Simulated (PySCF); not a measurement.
PySCF job for TiCl2O, SMILES [O]=[Ti]([Cl])[Cl], multiplicity 1, TDA-PBE/def2-SVPD. Geometry optimised at ωB97X-D3(BJ)/def2-SVP. The multiplicity is an assumed one; other spin states were not compared. The isomer is the one that the SMILES or the coordinates give; other isomers of the formula were not compared.

```python
import numpy as np
from pyscf import gto, scf, dft, tdscf

mol = gto.M(
    atom='''
    Ti    0.00000000    0.00000000    0.30652637
    Cl   -0.00000000    2.00249753   -0.63801519
    Cl   -0.00000000   -2.00249754   -0.63801519
    O    -0.00000000    0.00000000    1.86861704
    ''',
    basis='def2-SVPD',
    charge=0,
    spin=0,
    symmetry=True,
    max_memory=1600,
    verbose=4,
)
mf = dft.RKS(mol, xc='pbe').density_fit(auxbasis='def2-universal-jkfit')
mf.grids.level = 3
mf.conv_tol = 1e-9
mf.max_cycle = 100
mf.kernel()
mf.grids = dft.Grids(mol).set(level=1).build(with_non0tab=True)  # coarser grid for the response kernel
td = tdscf.TDA(mf)
td.singlet = True
td.nstates = 10
td.conv_tol = 1e-4
td.positive_eig_threshold = 1e-6
td.kernel(x0=td.get_init_guess(mf, 15))
td.analyze()
tt = tdscf.TDA(mf)
tt.singlet = False
tt.nstates = 4
tt.conv_tol = 1e-4
tt.positive_eig_threshold = 1e-6
tt.kernel(x0=tt.get_init_guess(mf, 9))
tt.analyze(verbose=3)
```

Log of the run:

```
PySCF version 2.14.0

[INPUT] verbose = 4
[INPUT] num. atoms = 4
[INPUT] num. electrons = 64
[INPUT] charge = 0
[INPUT] spin (= nelec alpha-beta = 2S) = 0
[INPUT] symmetry True subgroup None
[INPUT] Mole.unit = angstrom
[INPUT] Symbol           X                Y                Z      unit          X                Y                Z       unit  Magmom
[INPUT]  1 Ti     0.000000000000   0.000000000000   0.306526370000 AA    0.000000000000   0.000000000000   0.579250889257 Bohr   0.0
[INPUT]  2 Cl     0.000000000000   2.002497530000  -0.638015190000 AA    0.000000000000   3.784171896818  -1.205673972412 Bohr   0.0
[INPUT]  3 Cl     0.000000000000  -2.002497540000  -0.638015190000 AA    0.000000000000  -3.784171915715  -1.205673972412 Bohr   0.0
[INPUT]  4 O      0.000000000000   0.000000000000   1.868617040000 AA    0.000000000000   0.000000000000   3.531174437295 Bohr   0.0

nuclear repulsion = 321.447174970256
point group symmetry = C2v
symmetry origin: [ 0.00000000e+00 -5.01958497e-09  0.00000000e+00]
symmetry axis x: [-1. -0. -0.]
symmetry axis y: [0.00000000e+00 1.00000000e+00 1.17258366e-09]
symmetry axis z: [ 0.00000000e+00 -1.17258366e-09  1.00000000e+00]
num. orbitals of irrep A1 = 45
num. orbitals of irrep A2 = 13
num. orbitals of irrep B1 = 21
num. orbitals of irrep B2 = 32
number of shells = 43
number of NR pGTOs = 199
number of NR cGTOs = 111
basis = def2-SVPD
ecp = {}


[settings echo left out]
init E= -1844.233427561
HOMO (B2) = -0.363101066143355  LUMO (A1) = -0.196125192211528  gap/eV = 4.54364
cycle= 1 E= -1843.86077663541  delta_E= 0.373  |g|= 1.24  |ddm|= 2.94
HOMO (A2) = -0.279940214576048  LUMO (B2) = -0.267531069353276  gap/eV = 0.33767
cycle= 2 E= -1829.70410469683  delta_E= 14.2  |g|= 7.28  |ddm|= 4.42
HOMO (B2) = -0.199283867383735  LUMO (A1) = -0.135368158674253  gap/eV = 1.73924
cycle= 3 E= -1843.32798057907  delta_E= -13.6  |g|= 2.14  |ddm|= 3.79
HOMO (B2) = -0.26871661694747  LUMO (A1) = -0.22002041490075  gap/eV = 1.32509
cycle= 4 E= -1843.93214867329  delta_E= -0.604  |g|= 1.01  |ddm|= 1.42
HOMO (B2) = -0.282508598946811  LUMO (A1) = -0.182976812147591  gap/eV = 2.70840
cycle= 5 E= -1844.13684109176  delta_E= -0.205  |g|= 0.512  |ddm|= 0.795
HOMO (B2) = -0.288746995260094  LUMO (A1) = -0.180639099373907  gap/eV = 2.94177
cycle= 6 E= -1844.18119014673  delta_E= -0.0443  |g|= 0.105  |ddm|= 0.204
HOMO (B2) = -0.295248616762062  LUMO (A1) = -0.185335702697848  gap/eV = 2.99088
cycle= 7 E= -1844.182975175  delta_E= -0.00179  |g|= 0.0387  |ddm|= 0.0602
HOMO (B2) = -0.295179055745282  LUMO (A1) = -0.183640542077999  gap/eV = 3.03512
cycle= 8 E= -1844.18324584653  delta_E= -0.000271  |g|= 0.00834  |ddm|= 0.0247
HOMO (B2) = -0.295269526221575  LUMO (A1) = -0.184062246412843  gap/eV = 3.02610
cycle= 9 E= -1844.18326076091  delta_E= -1.49e-05  |g|= 0.00088  |ddm|= 0.00511
HOMO (B2) = -0.295265431058203  LUMO (A1) = -0.184049904983165  gap/eV = 3.02633
cycle= 10 E= -1844.18326087999  delta_E= -1.19e-07  |g|= 0.000425  |ddm|= 0.000719
HOMO (B2) = -0.295263980879609  LUMO (A1) = -0.184068107651945  gap/eV = 3.02579
cycle= 11 E= -1844.18326091632  delta_E= -3.63e-08  |g|= 9.59e-05  |ddm|= 0.000244
HOMO (B2) = -0.295263518657206  LUMO (A1) = -0.184067583888931  gap/eV = 3.02580
cycle= 12 E= -1844.18326091813  delta_E= -1.81e-09  |g|= 8.51e-06  |ddm|= 5e-05
HOMO (B2) = -0.295263456825595  LUMO (A1) = -0.184067376829202  gap/eV = 3.02580
cycle= 13 E= -1844.18326091815  delta_E= -1.23e-11  |g|= 9e-07  |ddm|= 6.77e-06
HOMO (B2) = -0.295263526587278  LUMO (A1) = -0.184067265081827  gap/eV = 3.02580
Extra cycle  E= -1844.18326091814  delta_E= 4.55e-12  |g|= 1.7e-06  |ddm|= 2.51e-06
converged SCF energy = -1844.18326091814
tot grids = 25264
Overwritten attributes  positive_eig_threshold  of <class 'pyscf.tdscf.rks.TDA'>


******** <class 'pyscf.tdscf.rks.TDA'> for <class 'pyscf.df.df_jk.DFSymAdaptedRKS'> ********
nstates = 10 singlet
deg_eia_thresh = 1.000e-03
wfnsym = None
conv_tol = 0.0001
eigh lindep = 1e-12
eigh level_shift = 0
eigh max_cycle = 100


Excitation energies (eV)
[3.05773659 3.35478735 3.36395395 3.6325682  3.66720072 3.83888629
 3.86308779 4.1921193  4.45418901 4.54235688]

** Singlet excitation energies and oscillator strengths **
Excited State   1:   B2      3.05774 eV    405.48 nm  f=0.0025
      32 -> 33        0.70402
Excited State   2:   A1      3.35479 eV    369.57 nm  f=0.0012
      31 -> 33        0.70067
Excited State   3:   B1      3.36395 eV    368.57 nm  f=0.0000
      32 -> 34        0.70638
Excited State   4:   A2      3.63257 eV    341.31 nm  f=0.0000
      31 -> 34        0.70601
Excited State   5:   B1      3.66720 eV    338.09 nm  f=0.0170
      30 -> 33       -0.70434
Excited State   6:   A2      3.83889 eV    322.97 nm  f=0.0000
      28 -> 33        0.70567
Excited State   7:   B2      3.86309 eV    320.95 nm  f=0.0017
      29 -> 33        0.66183
      30 -> 34        0.24784
Excited State   8:   B1      4.19212 eV    295.76 nm  f=0.0061
      29 -> 34       -0.70273
Excited State   9:   B2      4.45419 eV    278.35 nm  f=0.1059
      28 -> 35       -0.15597
      29 -> 33        0.22738
      30 -> 34       -0.61691
      32 -> 37       -0.10498
Excited State  10:   A1      4.54236 eV    272.95 nm  f=0.0039
      25 -> 33       -0.42377
      27 -> 33       -0.18017
      28 -> 34        0.50934
      30 -> 35        0.13535

** Transition electric dipole moments (AU) **
state          X           Y           Z        Dip. S.      Osc.
  1         0.0000      0.1815      0.0000      0.0329      0.0025
  2         0.0000     -0.0000      0.1227      0.0151      0.0012
  3         0.0091     -0.0000     -0.0000      0.0001      0.0000
  4         0.0000     -0.0000     -0.0000      0.0000      0.0000
  5        -0.4349      0.0000      0.0000      0.1892      0.0170
  6         0.0000      0.0000      0.0000      0.0000      0.0000
  7         0.0000      0.1337      0.0000      0.0179      0.0017
  8        -0.2442     -0.0000      0.0000      0.0596      0.0061
  9        -0.0000      0.9852     -0.0000      0.9706      0.1059
 10        -0.0000      0.0000      0.1862      0.0347      0.0039

** Transition velocity dipole moments (imaginary part, AU) **
state          X           Y           Z        Dip. S.      Osc.
  1        -0.0000     -0.0033     -0.0000      0.0000      0.0001
  2         0.0000     -0.0000     -0.0277      0.0008      0.0041
  3        -0.0007     -0.0000     -0.0000      0.0000      0.0000
  4        -0.0000     -0.0000     -0.0000      0.0000      0.0000
  5         0.0138      0.0000      0.0000      0.0002      0.0009
  6         0.0000      0.0000      0.0000      0.0000      0.0000
  7         0.0000     -0.0155     -0.0000      0.0002      0.0011
  8         0.0060      0.0000     -0.0000      0.0000      0.0002
  9        -0.0000      0.0154     -0.0000      0.0002      0.0010
 10        -0.0000      0.0000      0.0039      0.0000      0.0001

** Transition magnetic dipole moments (imaginary part, AU) **
state          X           Y           Z
  1        -0.4152      0.0000      0.0000
  2         0.0000      0.0000      0.0000
  3        -0.0000      0.5157      0.0000
  4         0.0000     -0.0000      0.0572
  5         0.0000     -0.3325     -0.0000
  6         0.0000      0.0000      1.1716
  7         0.1721     -0.0000     -0.0000
  8         0.0000     -0.4820      0.0000
  9         0.2064     -0.0000      0.0000
 10         0.0000      0.0000     -0.0000


******** <class 'pyscf.tdscf.rks.TDA'> for <class 'pyscf.df.df_jk.DFSymAdaptedRKS'> ********
nstates = 4 triplet
deg_eia_thresh = 1.000e-03
wfnsym = None
conv_tol = 0.0001
eigh lindep = 1e-12
eigh level_shift = 0
eigh max_cycle = 100


Excitation energies (eV)
[2.99817521 3.21245867 3.25623203 3.48895608]

** Triplet excitation energies and oscillator strengths **
Excited State   1:   B2      2.99818 eV    413.53 nm  f=0.0000
Excited State   2:   A1      3.21246 eV    385.95 nm  f=0.0000
Excited State   3:   B1      3.25623 eV    380.76 nm  f=0.0000
Excited State   4:   A2      3.48896 eV    355.36 nm  f=0.0000
```

The run converged.

Cost: roughly 11 core-seconds.
